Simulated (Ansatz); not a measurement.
Gas-phase electronic energies from Ansatz, PBE0-D4/def2-TZVP geometries. CCSD(T)/CBS adds triple-zeta CCSD(T) − MP2 to the extrapolated MP2 energy (def2 sets, frozen cores). This one scheme is used for every species. DFT in def2-TZVPP. B3LYP here is the variant with VWN-RPA as its local correlation; programs differ in this. HSE06 is defined as in plane-wave codes. For Ge outer-core shells are correlated without core-valence functions, which leaves a few kJ/mol of doubt a bond. Scalar relativity is left out up to krypton. One conformer a species, not always the lowest.

`N#[C][GeH3]` + `NB(O)Cl` → `NB(Cl)[O][GeH3]` + `C#N`  (ligand exchange at a Ge–C bond)

```tsv
level	ΔE (kJ/mol)	difference from CCSD(T)/CBS
LDA (SPW92)	15.9	8.8
PBE-D4	13.3	6.2
revPBE-D4	11.1	4.0
BLYP-D4	4.0	-3.1
r2SCAN-D4	9.5	2.4
B97M-V	4.2	-2.9
PBE0-D4	13.2	6.1
B3LYP-D4	5.0	-2.1
r2SCANh-D4	9.9	2.8
r2SCAN0-D4	10.3	3.2
HSE06-D4	13.4	6.3
CAM-B3LYP-D4	5.3	-1.8
ωB97M-V	9.5	2.4
B2PLYP	7.9	0.8
PBE-QIDH	11.9	4.8
PBE	17.0	9.9
revPBE	18.8	11.7
BLYP	11.1	4.0
r2SCAN	10.7	3.6
PBE0	16.6	9.5
B3LYP	10.7	3.6
r2SCANh	11.1	4.0
r2SCAN0	11.7	4.6
HSE06	16.6	9.5
CAM-B3LYP	8.8	1.7
LC-ωPBE	14.5	7.4
RPA@PBE/def2-TZVPP	5.7	-1.4
MP2/def2-SVP	6.5	-0.6
CCSD/def2-SVP	6.4	-0.7
CCSD(T)/def2-SVP	6.3	-0.8
HF/def2-TZVPP	4.1	-3.0
MP2/def2-TZVPP	8.0	0.9
SCS-MP2/def2-TZVPP	5.8	-1.3
CCSD/def2-TZVPP	7.4	0.3
CCSD(T)/def2-TZVPP	7.3	0.2
HF/def2-QZVPP	2.6	-4.5
MP2/def2-QZVPP	7.4	0.3
HF/CBS(def2)	2.4	-4.7
MP2/CBS(def2)	7.9	0.8
CCSD/CBS(def2)	7.3	0.2
CCSD(T)/CBS	7.1	0
```

Question: What do rigid-rotor, harmonic-oscillator terms from PBE0-D4/def2-TZVP frequencies (298.15 K, 1 bar) make of the CCSD(T)/CBS value? (Best estimate.)

Answer: Computed: ΔZPE = -4.2 kJ/mol, ΔH = +4.9 kJ/mol, ΔS = 2 J/(mol·K), ΔG = +4.2 kJ/mol. Modes under 50 cm⁻¹ make the entropy rough.

Largest T1 diagnostic among the species: 0.014.

In def2-TZVPP, CCSD(T) changes the Hartree–Fock value by +3.2 kJ/mol (the triples alone add −0.1 kJ/mol) and MP2 by +3.9 kJ/mol. The D4 term adds −5.7 kJ/mol with B3LYP and −3.3 kJ/mol with PBE0; it sums over pairs of atoms, weighted by their polarisabilities, and B3LYP, whose exchange is more repulsive, gets the larger term.
